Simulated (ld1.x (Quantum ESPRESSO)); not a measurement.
Before and after: ultrasoft potential for Mo

Mo, ultrasoft, made with ld1.x (Quantum ESPRESSO) 7.5 (PBE, scalar-relativistic). Core [Kr], reference 4d5.5 5s0.5 5p0. Waves: 5s (bound): rcut 2.50, rcutus 3.00 bohr; 5s channel at 4.1 Ry: rcut 2.50, rcutus 3.00 bohr; 5p (bound, empty): rcut 2.90, rcutus 3.80 bohr; 5p channel at 0.8 Ry: rcut 2.90, rcutus 3.80 bohr; 4d (bound): rcut 2.20, rcutus 2.45 bohr; 4d channel at 3.75 Ry: rcut 2.20, rcutus 2.45 bohr. Local part: all-electron potential smoothed inside 2.10 bohr (lloc = -1). Core correction: a·sin(br)/r model core, default radius (core density twice the valence density). Augmentation charge: PSQ, inside the norm-conserving radii.

Change: all radii but the core radius scaled by about 0.95 (s 2.84, p 3.60, d 2.32 bohr, rcut 2.36/2.74/2.08); local potential all-electron potential smoothed inside 1.98 bohr (lloc = -1).

Cutoffs: the cutoffs (Ry, on a coarse ladder) from which the occupation-weighted sum of valence levels, in a spherical-Bessel basis at the reference potential, stays within 10 and 1 mRy of its value at 400 Ry; they do not see the model core or the augmentation charge, which bear on the density cutoff. Errors are all-electron minus pseudo energies relative to the spin-unpolarised reference configuration.

Problem. Predict the effect on cutoff, ghosts and configuration errors.

Solution. The potential gets neither clearly harder nor softer (18 Ry and 30 Ry → 18 Ry and 30 Ry); both files keep a bound ghost (s); of the 7 tests that both files solve, the error grows in 0 and shrinks in 3 by more than 15 % and 0.3 meV (median size 9.9 → 7.4 meV). Less of the atom is replaced, so other configurations are described better.

| quantity | base | changed |
| --- | --- | --- |
| cutoff, loose | 18 Ry | 18 Ry |
| cutoff, tight | 30 Ry | 30 Ry |
| loose cutoff by channel (10 mRy a level) | s 6 Ry, d 15 Ry | s 6 Ry, d 18 Ry |
| bound ghosts | s | s |
| error for 4d5 5s1 5p0, meV [ΔE -0.28 eV] | -9.9 | -7.4 |
| error for 4d5 5s0 5p0, meV [ΔE 6.61 eV] | -3.6 | -3.8 |
| error for 4d4 5s0 5p0, meV [ΔE 22.07 eV] | -124 | -125 |
| error for 4d5 5s0 5p1, meV [ΔE 2.86 eV] | -6.5 | -5.9 |
| error for 4d4 5s2 5p0, meV [ΔE -0.08 eV] | -158 | -121 |
| error for 4d3 5s0 5p0, meV [ΔE 48.82 eV] | -725 | -698 |
| error for 4d6 5s0 5p0, meV [ΔE 0.48 eV] | -7.5 | -6.0 |
| lowest overlap eigenvalue by channel | s 0.45, p 0.44, d 0.80 | s 0.53, p 0.43, d 0.81 |

 A true bound ghost makes a file unfit for plane-wave use even where its test errors are small: the radial tests pick states by their node count and pass the ghost by.
